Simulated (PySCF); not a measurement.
Ta⁺: ionisation energy

Ta⁺ [Xe] 4f14 5d3 6s1 [5d3/2^3 6s1/2^1, M_J = 1] → Ta²⁺ [Xe] 4f14 5d3 [5d3/2^3, M_J = 3/2], as a difference of total energies. Computed with PySCF 2.14 in x2c-TZVPPall-2c, with the two-component X2C-1e Hamiltonian. "Screened" scales the spin-orbit matrix elements by Boettger's factors to mimic the two-electron term; Breit and QED terms are absent.

| method | ionisation energy (eV) |
| --- | --- |
| GHF (spin-free) | 14.249 |
| GHF (screened spin-orbit) | 14.186 |

The spin-free rows relax to the high-spin LS determinant and lack the spin-orbit shift.

Errors of the correlated levels include the incompleteness of this basis and the frozen core.

The labels give the starting determinants; with spin-orbit coupling the two ends relaxed to ⟨J²⟩ = 5.41, ⟨L²⟩ = 12.00, ⟨S²⟩ = 6.02 and ⟨J²⟩ = 5.89, ⟨L²⟩ = 11.89, ⟨S²⟩ = 3.74.

The determinant of Ta⁺ and of Ta²⁺ mixes levels of different J (the jj label is only the starting occupation), so the difference between spin-free and spin-orbit rows is not the physical spin-orbit shift.

For comparison: 16.2 ± 0.5 eV (semi-empirical (NIST evaluation); NIST Atomic Spectra Database, ionization energies).
